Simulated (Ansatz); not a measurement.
Geometry optimisation, RKS BLYP/def2-SVP in Ansatz.

The input (input.yaml):

```yaml
crystal:
  periodic: [false, false, false]
  atoms:
    - { symbol: B, position_ang: [0.35912, 1.80006, -0.46906] }
    - { symbol: Si, position_ang: [-0.60855, 0.18834, -0.43093] }
    - { symbol: Si, position_ang: [-0.07902, -1.70552, 0.59012] }
    - { symbol: F, position_ang: [1.32719, -1.67246, 1.41532] }
    - { symbol: H, position_ang: [1.38195, 1.89607, 0.09922] }
    - { symbol: H, position_ang: [-0.05471, 2.72905, -1.0599] }
    - { symbol: H, position_ang: [-1.91043, -0.14656, -1.0641] }
    - { symbol: H, position_ang: [-0.41556, -3.08898, 0.91933] }
basis:
  gaussian: { orbitals: def2-SVP }
hamiltonian:
  xc: blyp
relax:
  f_tol: 0.015
  max_steps: 40
```

Command:

```bash
$ ansatz run input.yaml --threads 1 --pin off --max-ram 2048MiB --backend cpu --events-out ev --progress --plain --runs-dir out
```

**Question.** Where does it end, and by what steps?

**Answer.** It converged. After 6 steps the energy has fallen by 0.296 eV; H8 moved furthest, 0.20 Å.

```json
{"step": "0", "energy less start (eV)": "0.0000", "largest force component (eV/Å)": "1.245", "accepted": "yes"}
{"step": "1", "energy less start (eV)": "-0.2492", "largest force component (eV/Å)": "0.497", "accepted": "yes"}
{"step": "2", "energy less start (eV)": "-0.2907", "largest force component (eV/Å)": "0.234", "accepted": "yes"}
{"step": "3", "energy less start (eV)": "-0.2949", "largest force component (eV/Å)": "0.112", "accepted": "yes"}
{"step": "4", "energy less start (eV)": "-0.2960", "largest force component (eV/Å)": "0.077", "accepted": "yes"}
{"step": "5", "energy less start (eV)": "-0.2963", "largest force component (eV/Å)": "0.022", "accepted": "yes"}
{"step": "6", "energy less start (eV)": "-0.2963", "largest force component (eV/Å)": "0.006", "accepted": "yes"}
```

```xyz
8
Properties=species:S:1:pos:R:3
B 0.354 1.767 -0.458
Si -0.688 0.130 -0.454
Si 0.046 -1.625 0.639
F 1.462 -1.607 1.465
H 1.399 1.782 0.151
H -0.032 2.748 -1.053
H -1.998 -0.203 -1.098
H -0.543 -2.991 0.808
```

Whether the end is a true minimum wasn't checked by a vibrational analysis.

Time of the run: 34 s on 1 thread of Intel(R) Xeon(R) Processor @ 2.50GHz (Skylake/Cascade Lake), with other jobs on the host, peak memory 0.13 GiB.
